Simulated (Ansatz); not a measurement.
Cost and result up the ladder for Ga₇Sb₇H₂₀, a nanocrystal cut from zinc blende GaSb (hydrogen-capped) (34 atoms). The state is a singlet with charge 0. Geometry: PBE-D4/def2-SVP.

```csv
atom,x (Å),y (Å),z (Å)
Ga1,-1.348,-3.956,-0.640
Ga2,-0.257,3.153,2.785
Ga3,-2.577,0.264,-0.116
Ga4,1.035,-1.305,1.999
Ga5,2.824,-2.531,-1.870
Ga6,1.497,1.658,-1.320
Ga7,-0.875,-0.918,-4.037
Sb8,0.786,0.848,3.642
Sb9,-1.391,-1.795,1.053
Sb10,0.229,-2.836,-2.508
Sb11,-2.539,2.294,1.696
Sb12,1.206,3.574,0.591
Sb13,-0.957,1.003,-2.078
Sb14,2.452,-0.481,-0.083
H15,-2.838,-4.075,-1.151
H16,-0.566,-5.066,0.168
H17,-0.352,4.330,3.827
H18,-4.091,0.058,-0.512
H19,1.685,-2.451,2.868
H20,3.333,-3.734,-0.981
H21,3.627,-1.866,-3.056
H22,2.423,2.286,-2.433
H23,-2.394,-1.234,-4.336
H24,0.167,-0.357,-5.084
H25,-0.063,0.493,5.095
H26,2.268,1.292,4.394
H27,-2.338,-2.072,2.464
H28,0.332,-4.127,-3.641
H29,-3.593,2.027,3.028
H30,-3.316,3.718,1.123
H31,0.628,5.066,-0.039
H32,2.706,4.184,1.172
H33,-1.629,2.489,-2.631
H34,3.930,0.068,0.611
```

Ansatz on 2 threads of AMD EPYC 7R13 on a shared host and a share (18 GiB) of an NVIDIA H100 80GB HBM3. Times are rough, and most runs start from the orbitals of an earlier one. No level here is sound enough to serve as a yardstick. Binding counts from free atoms at the same level (Ga doublet, Sb quartet, H doublet; other spins of the atoms weren't run), without zero-point energy or a counterpoise term.

In the def2 sets Sb takes a core potential; there is no spin–orbit coupling. B3LYP takes the VWN-RPA correlation. Correlated methods freeze 91 core orbitals; core or outer-core shells of Ga, Sb are correlated, in sets that lack core-valence functions. The rows differ in basis, and correlated rows in double-zeta sets carry the largest basis error. Single mean-field runs in def2-SVP, def2-TZVP are fitted with def2-universal-jkfit.

Correlated methods converge slowly with the basis, most of all in double-zeta sets.

| level | functions | wall time | binding energy per atom (eV) |
| --- | --- | --- | --- |
| PBE-D4/def2-SVP | 506 | 13 s | 2.36 |
| PBE-D4/def2-TZVP | 806 | 18 s | 2.37 |
| PBE0-D4/def2-SVP (with forces) | 506 | 19 s | 2.35 |
| r2SCAN-D4/def2-SVP (with forces) | 506 | 19 s | 2.35 |
| B97M-V/def2-SVP | 506 | 21 s | 2.39 |
| B3LYP-D4/def2-SVP | 506 | 22 s | 2.35 |
| PBE0-D4/def2-TZVP | 806 | 23 s | 2.35 |
| MP2/def2-SVP | 506 | 25 s | 2.12 |
